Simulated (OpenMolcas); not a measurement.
V4+ (d1) among equal point charges was computed by CASSCF with the d shell active (OpenMolcas, ANO-RCC-VTZP on the metal). Its lowest spin-free states, and all those of the highest spin:

```tsv
2S+1	Degeneracy	E (cm-1)
2	1	0.0
2	2	638.5
2	1	3664
2	1	5065
```

Is the site octahedral, tetrahedral or cube-like, axial, or of lower symmetry?

The states with 2S+1 = 2 have orbital degeneracies 1, 2, 1, 1. There are pairs but no triples, so the site is axial: not cubic, but with a proper or improper axis of order three or more. The run had V4+ among 4 point charges of -0.8 e arranged as a square (D4h), 2.05 Å from the ion.

This is an electrostatic model: the charges have no orbitals. No measured value stands beside these numbers.
